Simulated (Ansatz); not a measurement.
`Cl[SiH2]I` + PH₃ → `P[SiH2]Cl` + HI at 298.15 K and 1 bar (ligand exchange at the Si–I bond).

Calculated with Ansatz (gas phase, PBE0-D4/def2-TZVP geometries, no zero-point term in ΔE). CCSD(T)/CBS adds triple-zeta CCSD(T) − MP2 to the extrapolated MP2 energy (def2 sets, frozen cores). This one scheme is used for every species. Elements past krypton have def2 core potentials. For I outer-core shells are correlated without core-valence functions, which leaves a few kJ/mol of doubt a bond. Each species was taken in one conformer, which may not be the lowest.

```tsv
species	CCSD(T)/CBS energy (Eh)	H − E (kJ/mol)	S (J/(mol·K))
`Cl[SiH2]I`	-1047.58245	65.6	313.2
PH₃	-342.72256	73.1	210.2
`P[SiH2]Cl`	-1092.24436	112.1	313.7
HI	-298.03592	22.7	206.5
```

H − E and S are ideal-gas, rigid-rotor, harmonic terms from PBE0-D4/def2-TZVP, for one conformer and one mirror image of each species. 1 Eh = 2625.50 kJ/mol, R = 8.31446 J/(mol·K).

Problem. By hand: ΔE, ΔH, ΔS and ΔG.

Solution. ΔE = (-1092.24436) + (-298.03592) − (-1047.58245) − (-342.72256) = 0.02473 Eh = 64.9 kJ/mol. Δ(H − E) = 112.1 + 22.7 − 65.6 − 73.1 = -3.9, so ΔH = 61.0 kJ/mol. ΔS = 313.7 + 206.5 − 313.2 − 210.2 = -3.2 J/(mol·K). ΔG = 61.0 − 298.15 × (-3.2)/1000 = 62.0 kJ/mol.

Problem. By hand: the equilibrium constant, and the temperature at which ΔG would vanish if ΔH and ΔS stayed fixed.

Solution. log₁₀ K = −ΔG/(RT ln 10) = -10.9. ΔH and −TΔS have one sign here, so there is no such temperature. One of them is within its doubt of zero, so this could turn.

The number of gas molecules stays the same, so ΔS is small and ΔH decides. A doubt of 5 kJ/mol in ΔE shifts log₁₀ K by 0.9 here. Other conformers and mirror images would add mixing entropy, several J/(mol·K) or more a flexible species. These are equilibria of isolated gas molecules and say nothing of rates. Largest T1 diagnostic: 0.013 (customary marks: 0.02 for closed shells, 0.045 for open ones).
